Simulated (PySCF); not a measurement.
**Static response to an electric field**

C₆H₆ClN.
Structure used (PBE0-D3(BJ)/def2-SVP), in Å, numbered top down from 1:
```
atom  x, y, z in Å
N1     2.3109   -0.1940    0.0415
C2     0.9502   -0.0326    0.0633
C3     0.0715   -1.1262   -0.0388
C4    -1.3058   -0.9575    0.0300
C5    -1.8602    0.3106    0.2023
C6    -1.0127    1.4111    0.3025
C7     0.3647    1.2388    0.2324
Cl8    1.4125    2.6263    0.3458
H9     2.6698   -1.0412   -0.3751
H10    2.8604    0.6393   -0.1248
H11    0.4951   -2.1258   -0.1685
H12   -1.9548   -1.8325   -0.0525
H13   -2.9417    0.4464    0.2572
H14   -1.4094    2.4196    0.4331
```

Level: CAM-B3LYP/def2-SVPD (PySCF), static field, nuclei fixed, core orbitals frozen in the response. The polarisability tensor in these axes (au):

```
x   114.74   7.08  -1.35
y     7.08 106.57   5.87
z    -1.35   5.87  56.06
```

**Question.** Diagonalise the tensor; give its mean and Δα, where Δα² is half the sum of the squared differences of the eigenvalues.

**Answer.** Principal values 55.31, 103.18 and 118.88 au; mean 92.46 au = 13.70 Å³ = 15.24 × 10⁻⁴⁰ C²·m²/J; Δα = 57.35 au (62 % of the mean).

**Question.** What is the dipole moment, and where does it point?

**Answer.** (0.40, -1.52, -0.94) D, 1.83 D in size, pointing from the negative to the positive side. Measured along this direction, the outermost atoms are H14 at the negative end and H11 at the positive end.

**Question.** In TDDFT the mean static polarisability is Σ f/ω² over all singlet excitations (ω in hartree). How much of it do the 10 lowest give? Their energies (eV) and oscillator strengths: 4.82, 0.0589; 5.61, 0.0894; 5.81, 0.0075; 5.91, 0.0025; 6.54, 0.4661; 6.62, 0.2253; 6.67, 0.1537; 6.72, 0.0622; 7.05, 0.0013; 7.20, 0.0044.

**Answer.** They add up to 19.74 au, 21.3 % of the 92.46 au; the largest single term is 8.07 au, from the state at 6.54 eV. Terms in order: 1.88, 2.10, 0.16, 0.05, 8.07, 3.81, 2.56, 1.02, 0.02, 0.06 au. Higher excitations give the rest. The strengths listed sum to 1.071.

**Question.** What are the principal values of the traceless quadrupole moment, Θ = ½Σq(3rr − r²1), about the centre of nuclear charge?

**Answer.** -10.31, -0.12, 10.44 D·Å. The values depend on the origin, since the dipole doesn't vanish. The electronic extent ⟨r²⟩ about the same centre is 1091 bohr², a root-mean-square distance of 2.15 Å for the 66 electrons.

**Question.** What depolarisation ratio follows for Rayleigh scattering of linearly polarised light, taking the static tensor?

**Answer.** ρ = 3Δα²/(45ᾱ² + 4Δα²) = 9867.8/(384670 + 13157.1) = 0.0248.

**Question.** In a dilute gas of rigid molecules at 350 K, how does the orientational term μ²/3kT compare with the electronic polarisability?

**Answer.** In Gaussian units μ²/3kT = 23.05 Å³ against 13.70 Å³, a ratio of 1.68; the Debye molar polarisation (4π/3)N_A(α + μ²/3kT) is 92.7 cm³/mol, leaving out the vibrational part.

**Question.** What would n − 1 = 2πNα be for an ideal gas of these molecules at 273.15 K and 1 atm, electronic part alone?

**Answer.** N = p/kT = 2.6868 × 10¹⁹ cm⁻³, so n − 1 = 2π × N × 13.70 × 10⁻²⁴ cm³ = 2313 × 10⁻⁶ at long wavelengths.

Geometry: PBE0-D3(BJ)/def2-SVP; no solvent, vibrations or thermal averaging.

The run behind these numbers computed excited states and ΔSCF ions as well. Time: 2.6 min. Hardware: an Arm Neoverse V1 with one thread (shared host).
